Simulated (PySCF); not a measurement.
Species: C₆H₉Cl₂NO.
Numbering: `[CH2:1]=[CH:2][C@@H:3]([C:4](=[O:5])[NH:6][CH3:7])[CH:8]([Cl:9])[Cl:10]` (hydrogens: H11, H12 on C1; H13 on C2; H14 on C3; H15 on N6; H16, H17, H18 on C7; H19 on C8)

The same species was optimised twice, with GFN2-xTB and with PBE0-D3(BJ)/def2-SVP (PySCF), and the same property calculations (PySCF, gas phase) were run on both structures.

```tsv
coordinate	GFN2-xTB	PBE0-D3(BJ)/def2-SVP	change
C1=C2 (Å)	1.320	1.331	+0.011
C8–Cl9 (Å)	1.775	1.785	+0.010
C3–C4 (Å)	1.543	1.533	-0.010
C3–C8 (Å)	1.521	1.528	+0.007
C4–N6 (Å)	1.345	1.351	+0.006
C4=O5 (Å)	1.210	1.216	+0.006
N6–C7 (Å)	1.444	1.439	-0.005
C8–Cl10 (Å)	1.776	1.772	-0.004
C2–C3 (Å)	1.502	1.501	-0.001
C3–C4–O5 (°)	122.4	120.1	-2.3
C3–C4–N6 (°)	113.3	115.5	+2.2
C2–C3–C4 (°)	106.6	108.2	+1.6
C4–C3–C8 (°)	108.4	106.8	-1.6
Cl9–C8–Cl10 (°)	109.3	110.4	+1.1
C3–C8–Cl10 (°)	110.8	111.8	+1.0
C2–C3–C8 (°)	111.1	112.1	+1.0
C1–C2–C3 (°)	123.8	124.3	+0.5
C1–C2–C3–C4 (°)	111	126	+15
C2–C3–C4–O5 (°)	88	63	-25
C3–C4–N6–C7 (°)	177	180	+3
C2–C3–C8–Cl9 (°)	173	178	+5
```

Rotational constants: A = 1291, B = 693.7, C = 505.4 MHz (GFN2-xTB) against A = 1237, B = 721.2, C = 517.0 MHz (PBE0-D3(BJ)/def2-SVP). Point groups within 0.08 Å: C1 and C1.

On the GFN2-xTB structure: HOMO (eV) -7.52 [PBE0/pcSseg-1]; LUMO (eV) -0.60 [PBE0/pcSseg-1]; dipole (D) 4.49 [PBE0/pcSseg-1]; GIAO shielding of C1 (ppm) 61.5 [PBE0/pcSseg-1]; GIAO shielding of C2 (ppm) 41.5 [PBE0/pcSseg-1]; GIAO shielding of C3 (ppm) 115.4 [PBE0/pcSseg-1]; GIAO shielding of C4 (ppm) 17.5 [PBE0/pcSseg-1]; GIAO shielding of O5 (ppm) -44.0 [PBE0/pcSseg-1]; GIAO shielding of N6 (ppm) 144.6 [PBE0/pcSseg-1]; GIAO shielding of C7 (ppm) 160.0 [PBE0/pcSseg-1]; GIAO shielding of C8 (ppm) 101.2 [PBE0/pcSseg-1].

Problem. What do these properties become on the PBE0-D3(BJ)/def2-SVP structure?

Solution. 
```tsv
property	level	on GFN2-xTB	on PBE0-D3(BJ)/def2-SVP	change
HOMO (eV)	PBE0/pcSseg-1	-7.52	-7.56	-0.04
LUMO (eV)	PBE0/pcSseg-1	-0.60	-0.65	-0.05
dipole (D)	PBE0/pcSseg-1	4.49	3.71	-0.78
energy, GFN2-xTB geometry as zero (kcal/mol)	PBE0/pcSseg-1	0.0	-1.2	-1.2
GIAO shielding of C1 (ppm)	PBE0/pcSseg-1	61.5	55.4	-6.1
GIAO shielding of C2 (ppm)	PBE0/pcSseg-1	41.5	40.3	-1.2
GIAO shielding of C3 (ppm)	PBE0/pcSseg-1	115.4	114.2	-1.2
GIAO shielding of C4 (ppm)	PBE0/pcSseg-1	17.5	14.2	-3.3
GIAO shielding of O5 (ppm)	PBE0/pcSseg-1	-44.0	-48.6	-4.6
GIAO shielding of N6 (ppm)	PBE0/pcSseg-1	144.6	139.5	-5.1
GIAO shielding of C7 (ppm)	PBE0/pcSseg-1	160.0	159.3	-0.7
GIAO shielding of C8 (ppm)	PBE0/pcSseg-1	101.2	98.1	-3.1
```

The heavy atoms differ by 0.315 Å rms after alignment. Among bonds between heavy atoms C1=C2, C3–C4 and C8–Cl9 change most and about equally (-0.010 to +0.011 Å). Changes are differences of the printed values. Neither structure is proved a minimum here.

The values belong to the conformer `[CH2:1]=[CH:2][C@@H:3]([C:4](=[O:5])[NH:6][CH3:7])[CH:8]([Cl:9])[Cl:10]`: C1–C2–C3–C4 126°, C2–C3–C4–O5 63°, C3–C4–N6–C7 180°, C2–C3–C8–Cl9 178°.
